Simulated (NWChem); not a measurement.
BGeH$_{5}$; SMILES [BH2][GeH3]

Results from NWChem. All runs use the structure optimised with PBE0/def2-SVP. Ions are spin-unrestricted doublets at the neutral geometry; other ion states weren't tried.

Problem. Estimate the computed values for B3LYP/def2-SVP. Quantities: vertical ionisation energy, ΔSCF (eV); −ε(HOMO) (eV).

Solution. The vertical ionisation energy, ΔSCF (eV) comes out as 11.41 and the −ε(HOMO) (eV) is 8.13.
